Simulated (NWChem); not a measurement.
System: SiH2SeOCl2; SMILES O[Si]([SeH])(Cl)Cl

```xyz
7

O      0.1628     0.8694    -1.9031
Si     0.0078     0.5090    -0.3041
Cl    -1.8127     1.1467     0.4397
Cl     1.5226     1.5668     0.5937
Se     0.0750    -1.7276     0.1444
H     -0.4390     0.4069    -2.5071
H      1.4078    -1.8769    -0.4868
```
Atoms are numbered in this order, from 1.

Results from NWChem. Pople sets run with spherical d functions. Geometry: optimised at B3LYP/6-31G* (spherical d). Ions are spin-unrestricted doublets at the neutral geometry; other ion states weren't tried.

For level Hartree-Fock/6-31G*:

```yaml
vertical ionisation energy, ΔSCF (eV): 9.11
"−ε(HOMO) (eV)": 10.39
```

**Question.** Estimate the same quantities for level M06-2X/6-31G*.

**Answer.** 
| Item | Result |
|---|---|
| vertical ionisation energy, ΔSCF (eV) | 9.84 |
| −ε(HOMO) (eV) | 8.85 |
